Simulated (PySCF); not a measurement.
**Spin states of KCl**

Unrestricted PBE0; K def2-SVPD, Cl def2-SVPD; no relativity (PySCF 2.14). Outer shells of the fragments: K 4s1; Cl 3s2 3p5.

Followed along the bond (rough minima from three points):

```
2Ms+1  unpaired  ⟨S²⟩ at the start  R at minimum (Å)  Te (eV)
    1      none               0.00              2.72     0.00
    3  σ ↑, π ↑               2.00  none in the scan   ≤ 4.41
```

Solutions found at the starting distance of 2.915 Å, counted from the lowest of them; the search is not exhaustive and high or unbound solutions are not listed, so other states can lie among these:

| 2Ms+1 | unpaired | term | E (eV) | ⟨S²⟩ | ⟨Lz²⟩ | μ (D) |
| --- | --- | --- | --- | --- | --- | --- |
| 1 | none | ¹Σ⁺ | 0.00 | 0.00 | 0.00 | -11.61 |
| 3 | σ ↑, π ↑ | ³Π | 4.43 | 2.00 | 1.01 | 2.31 |
| 1 | σ ↑, π ↓ | mixed | 4.45 | 1.00 | 1.01 | 2.55 |
| 3 | σ ↑↑ | ³Σ⁺ | 4.63 | 2.00 | 0.00 | 2.48 |
| 3 | π ↑↑ | mixed | 5.59 | 2.00 | 2.01 | 1.20 |
| 3 | π ↑↑ | mixed | 5.65 | 2.00 | 2.01 | 1.55 |

A term symbol is given only where ⟨S²⟩ and ⟨Lz²⟩ are close to those of a pure state; real π, δ and φ orbitals otherwise mix terms. A positive dipole means K(−)Cl(+).

Counting both spins, an empty level lies below a filled one in some of these solutions, because spin and occupation are held.
